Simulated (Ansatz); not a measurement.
Basis-set extrapolation for `BN=C1CC1` (PBE0-D4/def2-TZVP geometry, frozen core, Ansatz 0.2.0). Multiplicity 1, RHF reference.

```json
{"": "HF", "def2-TZVPP": "-196.247817", "def2-QZVPP": "-196.256622"}
{"": "MP2 correlation", "def2-TZVPP": "-0.787437", "def2-QZVPP": "-0.837968"}
{"": "CCSD(T) correlation", "def2-TZVPP": "-0.860836", "def2-QZVPP": "not run"}
```

Energies in hartree. Use E(X) = E(∞) + A·exp(−7.88·√X) for Hartree–Fock and E(X) = E(∞) + B·X^(−2.97) for correlation, with X = 3 and 4, and add CCSD(T) minus MP2 of the smaller set to the MP2 limit.

Question: What is the CCSD(T) energy at the basis-set limit?

Answer: HF limit: -196.256622 + (-0.008805) × 0.13774 = -196.25783. MP2 limit: -0.837968 + (-0.050531) × 0.74074 = -0.87540. Higher-order term: -0.860836 − (-0.787437) = -0.07340. Total: -197.20663 hartree, 257.2 kJ/mol below CCSD(T)/def2-TZVPP.
